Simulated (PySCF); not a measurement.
C6H8Cl2NP.
SMILES with atom numbers: `[CH3:1][CH:2]([CH3:3])[n:4]1[cH:5][c:6]([Cl:7])[p:8][c:9]1[Cl:10]`

Definitions: NICS(0) = −σiso at the ring centroid; NICS(1) = −σiso and NICS(1)zz = −σzz at ±1 Å along the ring normal z. Level: GIAO PBE0/pcSseg-1 (PySCF, non-relativistic, gas phase) on the GFN2-xTB geometry, one conformer.

Ring bond lengths (Å), with Mayer bond orders in brackets: N4–C5 1.359 (1.10), C5–C6 1.364 (1.46), C6–P8 1.768 (1.13), P8–C9 1.730 (1.33), C9–N4 1.355 (1.20).

Problem. What do the NICS probes read (ppm)?

Solution. 
```tsv
ring	type	NICS(0)	NICS(1), two faces	NICS(1)zz, two faces	rms pucker (Å)	centre to ring atoms, mean (Å)
N4–C5–C6–P8–C9	5-membered ring with N and P; formal bonds all aromatic	-12.6	-9.8 / -9.8	-21.8 / -21.8	0.00	1.28
```

Problem. What can be read from them?

Solution. 
- N4–C5–C6–P8–C9: mean NICS(1)zz -21.8 ppm, shielded.

Problem. How equal are the bonds by HOMA? Use HOMA with the parameters of Krygowski (1993).

Solution. 
- N4–C5–C6–P8–C9: HOMA 0.81; the largest term is that of C6–P8, α(R − Ropt)² = 0.59.

Problem. At the first NICS(1) probe listed for ring N4–C5–C6–P8–C9, 1 Å off the ring, how large is the induced field along the normal in 1 T applied along it?

Solution. NICSzz × B0 = -21.8 ppm × 1 T = -22 μT, against the applied field.

Conformer computed: `[CH3:1][CH:2]([CH3:3])[n:4]1[cH:5][c:6]([Cl:7])[p:8][c:9]1[Cl:10]`: C1–C2–N4–C5 -62°.
